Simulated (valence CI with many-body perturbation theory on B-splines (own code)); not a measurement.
## Which ion has this spectrum?

A relativistic CI+MBPT calculation for an atom or ion with 33 electrons gives these levels (cm⁻¹):

```csv
J,Parity,E,g
3/2,odd,0,1.41
3/2,odd,256102,1.43
5/2,odd,289317,1.20
1/2,odd,331337,0.66
3/2,odd,592429,1.28
5/2,even,799302,1.51
3/2,even,866385,1.06
1/2,even,897017,2.24
3/2,even,943953,0.94
5/2,even,1006420,1.19
3/2,even,1080200,1.43
5/2,even,1119756,1.26
3/2,even,1141496,1.01
1/2,even,1142358,0.69
```

The energies are calculated, and their last digits are not significant.

(1) Which is it?
A. Tb32+
B. Eu30+
C. Sm29+
D. Nd27+

## Answers

(1) C. Sm29+, ground level (4s^2 4p1/2^2 4p3/2) J=3/2.
